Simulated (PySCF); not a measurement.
Polarisability and C₆ of P⁺ (phosphorus, charge +1)

[Ne] 3s2 3p2, high-spin 3P determinant. All numbers are calculated (PySCF 2.14, no relativity, point nucleus, in aug-cc-pV(Q+d)Z (7s6p5d3f2g, 89 functions)). Coupled (time-dependent) response in atomic units; α is the mean over directions.

| method | mean α (bohr³) | α xx, yy, zz | C₆ (like pair) | S(−4) |
| --- | --- | --- | --- | --- |
| UHF | 14.47 | 14.09, 14.66, 14.66 | 74.96 | 70.64 |
| PBE | 14.43 | 13.80, 14.75, 14.75 | 74.42 | 69.15 |
| PBE0 | 14.31 | 13.78, 14.57, 14.57 | 73.69 | 67.32 |
| TPSS | 14.40 | 13.86, 14.67, 14.67 | 74.99 | 67.88 |
| LC-wPBE | 14.16 | 13.73, 14.38, 14.38 | 72.55 | 66.06 |

S(−4) is the Cauchy moment in α(ω) = α(0) + S(−4) ω² + …

α(iu) at UHF:

```
u (hartree)  α(iu) (bohr³)
          0          14.47
     0.0500          14.30
      0.100          13.81
      0.200          12.18
      0.300          10.23
      0.500          6.857
      0.750          4.239
       1.00          2.804
       1.50          1.474
       2.00         0.9185
       3.00         0.4754
       5.00         0.2160
```

For an ion, C₆ is the dispersion term alone; charge-induced terms of lower order in 1/R come first.

The components differ because the open shell of this determinant is not spherical; for a pure term their mean is the scalar polarisability.
